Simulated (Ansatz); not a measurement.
`CO[SiH](Cl)[GeH3]` + `CN(C)BF` → `C[N]([GeH3])BF` + `CO[SiH](C)Cl`  (redistribution)

Program: Ansatz. Geometries: PBE0-D4/def2-TZVP. ΔE: electronic, gas phase. CCSD(T)/CBS adds triple-zeta CCSD(T) − MP2 to the extrapolated MP2 energy (def2 sets, frozen cores). DFT in def2-TZVPP. B3LYP here is the variant with VWN-RPA as its local correlation; programs differ in this. For Ge outer-core shells are correlated without core-valence functions, which leaves a few kJ/mol of doubt a bond. Scalar relativity is left out up to krypton. Each species was taken in one conformer, which may not be the lowest.

```csv
level,ΔE (eV)
B3LYP-D4,-0.68
CCSD/def2-SVP,-0.67
```

What does CCSD(T)/CBS give? (An estimate is asked.)

Ansatz gave: -0.76 eV. The listed levels differ from it by 0.08, 0.09 eV.

Largest T1 diagnostic among the species: 0.012.

From PBE to PBE0 (25 % exact exchange), in def2-TZVPP and without D4, ΔE moves by −0.06 eV. Leaving LDA and LC-ωPBE aside and taking each functional with its dispersion term where it has one, the values, not all of them listed here, spread over 0.20 eV, from ωB97M-V to PBE-D4.
